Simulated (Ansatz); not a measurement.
Species: C2H6Cl2Sn, charge 0, multiplicity 1. 
Structure (B3LYP-D3(BJ)/def2-TZVP (Ansatz, an electronic-structure program) minimum search):
SMILES: [CH3][Sn]([CH3])([Cl])[Cl]
```xyz
11

C      1.7429    -1.0544     1.0437
Sn    -0.0218    -0.2329     0.1547
C     -1.9479    -1.1305     0.4081
Cl     0.3749    -0.1034    -2.1650
Cl    -0.1977     1.9931     0.9093
H      1.8997    -2.0635     0.6676
H      2.5829    -0.4210     0.7683
H      1.6281    -1.0691     2.1258
H     -2.2009    -1.1481     1.4664
H     -1.9293    -2.1425     0.0083
H     -2.6721    -0.5295    -0.1367
```
Charge 0, spin multiplicity 1.

Wanted: vertical triplet-singlet gap (E(triplet) - E(singlet); each state is the SCF solution reached for its spin; for the triplet the Hartree-Fock reference is unstable and T1 is 0.029), in kJ/mol. Correlated levels leave the core frozen unless marked. UHF or UKS for open shells. No spin-orbit coupling. The frozen core is the preceding noble-gas configuration, with the filled d and f shells of earlier blocks. In def2 rows, elements after Kr have scalar-relativistic effective core potentials. 

```csv
level,program,vertical triplet-singlet gap (kJ/mol)
RI-HF/def2-TZVPPD,Ansatz,607.7
r2SCAN/def2-TZVPD,Ansatz,492.9
BHLYP/def2-TZVPD,Ansatz,557.6
RI-MP2/def2-TZVPPD,Ansatz,619.5
CCSD/def2-SVPD,Ansatz,611.6
CCSD(T)/def2-TZVPPD,Ansatz,590.5
```
